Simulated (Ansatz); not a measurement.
Molecule: CH3Se, charge -1, multiplicity 1. 
Structure (B3LYP-D3(BJ)/def2-TZVP (Ansatz, a first-principles code) minimum search):
```
C
H 1 1.0933
H 1 1.0933 2 108.12
H 1 1.0933 2 108.12 3 116.83
Se 1 1.9953 2 110.79 4 121.59
```
Charge -1, spin multiplicity 1.

Basis-set convergence of Hartree-Fock and CCSD(T) correlation energies (hartree) with Ansatz. Valence correlation only, unless marked. No spin-orbit coupling. Frozen are the shells of the preceding noble gas and the d and f shells that filled before the atom's block. Non-relativistic. This anion needs diffuse functions, which these sets lack.

```tsv
basis	functions	E(HF)	E(corr, CCSD(T))
def2-SVP	61	-2439.12625	-0.30429
def2-TZVPP	121	-2439.48137	-0.38755
def2-QZVPP	236	[?]	[?]
```

Question: What belongs in the gaps?

Answer: 
- def2-QZVPP, E(HF): -2439.53324
- def2-QZVPP, E(corr, CCSD(T)): -0.41278
